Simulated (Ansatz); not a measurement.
System: InF (charge 0, singlet). 
Coordinates optimised at B3LYP-D3(BJ)/def2-TZVP (Ansatz, a program for electronic structure):
SMILES: [F][In]
```xyz
2

In     0.0000     0.0000    -0.3120
F      0.0000     0.0000     1.6989
```
Charge 0, spin multiplicity 1.

Problem. Give the harmonic wavenumbers at B3LYP-D3(BJ)/def2-TZVP (Ansatz, finite differences of forces, unscaled).

Solution. 515 cm⁻¹. Zero-point energy 0.7 kcal/mol.

Problem. From these and the geometry, give the ideal-gas thermochemistry at 298.15 K and 1 atm (rigid rotor, harmonic oscillator).

Solution. Point group C∞v, rotational symmetry number 1. Rotational constants 7.667, 7.667 GHz. S(trans) 40.59, S(rot) 15.30, S(vib) 0.62, S(elec, spin only) 0.00, S 56.5 cal/(mol K). H(298) - H(0) 2.21 kcal/mol; G - E(el) -13.9 kcal/mol.
